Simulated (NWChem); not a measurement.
## Extrapolating the CCSD correlation energy of silicon monosulfide (SSi)

```
Si
S 1 1.9396
```
Charge 0, spin multiplicity 1.

Program: NWChem. All single points use one geometry, from PBE0/def2-SVP, a minimum by its harmonic frequencies.

The correlated methods keep 10 core orbitals frozen. Coupled-cluster values serve here as a point of comparison, not as the truth.

Worked example. The CCSD correlation energy is -281.31 mHa in cc-pVTZ and -299.28 mHa in cc-pVQZ. The form E(X) = E∞ + A/X³ turns the pair into an estimate of the basis-set limit.

E∞ = (4³·(-299.28) − 3³·(-281.31))/(4³ − 3³) = -312.4 mHa. The larger basis holds 96 % of that. This is a two-point estimate.
